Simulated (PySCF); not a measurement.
Worked example: entropy of an ideal gas

C3H4ClFSi, SMILES C1(Cl)=C(F)[SiH2]C1.

Geometry optimised at PBE-D3(BJ)/def2-SVP. This is a generated structure with no PubChem entry under its InChIKey; it may be hypothetical.

PBE-D3(BJ)/def2-SVP run with PySCF gives the harmonic wavenumbers 113, 190, 275, 329, 421, 487, 529, 581, 632, 694, 728, 770, 798, 926, 1037, 1042, 1122, 1226, 1375, 1639, 2165, 2176, 2996, 3055 cm⁻¹ and the rotational temperatures 0.1743, 0.0818, 0.0569 K. The molar mass is 122.60 g/mol, the symmetry number 1, the spin multiplicity 1.

Task: Work out the entropy at 298.15 K and 1 atm in the rigid-rotor, harmonic-oscillator model.

Result: 
Translation (Sackur–Tetrode at 1 atm): S = R[1.5 ln M + 2.5 ln T − 1.16487] = 168.7 J/(mol K).
Rotation: q = (√π/σ) T^1.5/√(θA θB θC) = 320000, S = R[ln q + 3/2] = 117.9 J/(mol K).
Vibration: with u = 1.4388 ν/T, each mode gives R[u/(e^u − 1) − ln(1 − e^−u)]:
```tsv
ν (cm⁻¹)	modes	u	S (J/(mol K))
113	1	0.55	13.46
190	1	0.92	9.32
275	1	1.33	6.55
329	1	1.59	5.29
421	1	2.03	3.72
487	1	2.35	2.89
529	1	2.55	2.47
581	1	2.80	2.02
632	1	3.05	1.66
694	1	3.35	1.31
728	1	3.51	1.15
770	1	3.72	0.98
798	1	3.85	0.87
926	1	4.47	0.53
1037	1	5.00	0.34
1042	1	5.03	0.33
1122	1	5.41	0.24
1226	1	5.92	0.16
1375	1	6.64	0.08
1639	1	7.91	0.03
```
The stiffer modes add less than 0.005 each. Sum 53.4 J/(mol K).
Spin: R ln 1 = 0.0 J/(mol K).
Total 340.0 J/(mol K); the program's own thermochemistry gives 340.0. Translation makes up 50 % and vibration 16 %. Anharmonicity, hindered rotation and orbital degeneracy are left out.
